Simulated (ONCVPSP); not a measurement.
Potentials for Sc compared

Generated with ld1.x 7.5 (TM, RRKJ, ultrasoft, PAW), atompaw 4.2 or ONCVPSP 4.0.1. The cutoff is in Ry: for ld1.x and atompaw files where the sum of valence levels is converged to 10 mRy in a Bessel basis, for ONCV files where the hardest occupied wave has 1 mHa per electron of residual kinetic energy. The error is the largest all-electron minus pseudo excitation energy over each file’s own four to seven test configurations (ionisations up to +4, promotions, holes and added fractions of an electron), all of which were solved. The labels leave out finer settings (local radius, basis sizes, second energies), which also bear on the numbers. Spin-polarised tests are not counted. The rows are a selection from randomly drawn settings: files with unsolved tests, undetermined cutoffs or missed reference levels are left out.

A true bound ghost makes a file unfit for plane-wave use even where its test errors are small: the radial tests pick states by their node count and pass the ghost by.

| potential | cutoff (Ry) | largest error (meV) | bound ghosts |
| --- | --- | --- | --- |
| ONCV, LDA (Perdew-Wang 92), scalar-relativistic, rc 2.15/1.65/2.45 (spd), local smoothed, core correction no, reference 3s2 3p6 3d1 4s2, qcut 4.6/8.7/6, projectors 2/1/2 | 36 | +278 | none |
| ONCV, PBE, scalar-relativistic, rc 3.40/1.75/2.40 (spd), local smoothed, core correction yes, reference 3p6 3d1 4s1.5 4p0.5, qcut 1.5/7/7.5, projectors 2/2/2 | 37 | -278 | none |
| ONCV, PBE, scalar-relativistic, rc 1.70/1.20/2.60 (spd), local smoothed, core correction no, reference 3s2 3p6 3d1 4s1, qcut 9.4/8/4.8, projectors 2/2/2 | 49 | +593 | none |
| ONCV, LDA (Perdew-Zunger), scalar-relativistic, rc 3.25/1.75/2.50/2.60 (spdf), local smoothed, core correction yes, reference 3p6 3d1 4s1.5, qcut 1.7/7.1/6.6/4.1, projectors 1/3/1/2 | 34 | +54 | s |
| ONCV, PBEsol, scalar-relativistic, rc 2.65/2.85/1.85/2.25 (spdf), local smoothed, core correction yes, reference 3d1 4s2, qcut 2.1/3.4/7.8/5.3, projectors 2/2/2/2 | 46 | +90 | none |
| ONCV, PBE, scalar-relativistic, rc 2.65/2.65/2.40 (spd), local smoothed, core correction no, reference 3d1 4s2, qcut 2.5/3.4/7.6, projectors 1/2/1 | 37 | +610 | p |
| ONCV, LDA (Perdew-Wang 92), scalar-relativistic, rc 1.65/1.45/1.70 (spd), local smoothed, core correction no, reference 3s2 3p6 3d1, qcut 8.9/11/9.1, projectors 3/2/2 | 61 | +56 | none |

Task: Fill in the row for Sc: ONCV, PBEsol, scalar-relativistic, rc 1.05/1.30/2.65 (spd), local smoothed, core correction yes, reference 3s2 3p6 3d1, qcut 4.8/8.4/6.1, projectors 2/2/2.

Result: cutoff 208 Ry, largest error +397 meV, bound ghosts: none.
